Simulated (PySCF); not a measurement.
Structure with atom numbers: `[CH3:1][O:2]/[C:3]([SiH3:4])=[C:5](/[F:6])[SiH2:7][CH:8]1[CH2:9][CH2:10]1`; H(Xn) means a hydrogen on atom n. Ha(C9), Ha(C10) are cis to Si7 on the ring; Hb(C9), Hb(C10) are trans to Si7 on the ring.

Method: GFN2-xTB geometry, PBE0/pcSseg-1 with gauge-including orbitals, in PySCF (single conformer, non-relativistic Hamiltonian, averaged over atoms made equivalent by symmetry, fast rotation or ring inversion, no solvent model).

Predict the 2D correlation tables (HSQC, COSY, HMBC).

## Answers



HSQC (one-bond C–H):
```
                   δH            δC
         3.89 (H(C1))     58.6 (C1)
0.68 (Hb(C9)/Hb(C10))  4.8 (C9/C10)
0.25 (Ha(C9)/Ha(C10))  4.8 (C9/C10)
        -0.20 (H(C8))     -4.8 (C8)
```

COSY cross peaks (H two or three bonds apart, from the bond graph; peaks can be absent where the dihedral angle is near 90°):
```
                   δH                     δH
        4.22 (H(Si7))          -0.20 (H(C8))
0.68 (Hb(C9)/Hb(C10))  0.25 (Ha(C9)/Ha(C10))
0.68 (Hb(C9)/Hb(C10))          -0.20 (H(C8))
0.25 (Ha(C9)/Ha(C10))          -0.20 (H(C8))
```

HMBC (two and three bonds, from the bond graph):
```
                   δH                                               δC
        4.41 (H(Si4))                           177.3 (C5), 162.0 (C3)
        4.22 (H(Si7))  177.3 (C5), 162.0 (C3), 4.8 (C9/C10), -4.8 (C8)
         3.89 (H(C1))                                       162.0 (C3)
0.68 (Hb(C9)/Hb(C10))                          4.8 (C9/C10), -4.8 (C8)
0.25 (Ha(C9)/Ha(C10))                          4.8 (C9/C10), -4.8 (C8)
        -0.20 (H(C8))                         177.3 (C5), 4.8 (C9/C10)
```

Shifts are taken against calculated references (same method and geometry level): 1H and 13C vs TMS.

Short H···H contacts in this conformer between protons four or more bonds apart (candidates for NOE cross peaks, intensity ∝ r⁻⁶): H(C1)···H(Si4) 2.66 Å.

Shifts are as computed. Against solution values, carbons near 30 ppm lie about +3 ppm off and those near 130 ppm about +5 ppm. Of 1309 compounds with measured shifts, 239 miss one by over three times the rms of a fit or turn the order of signals round; such compounds aren't used in these exercises.
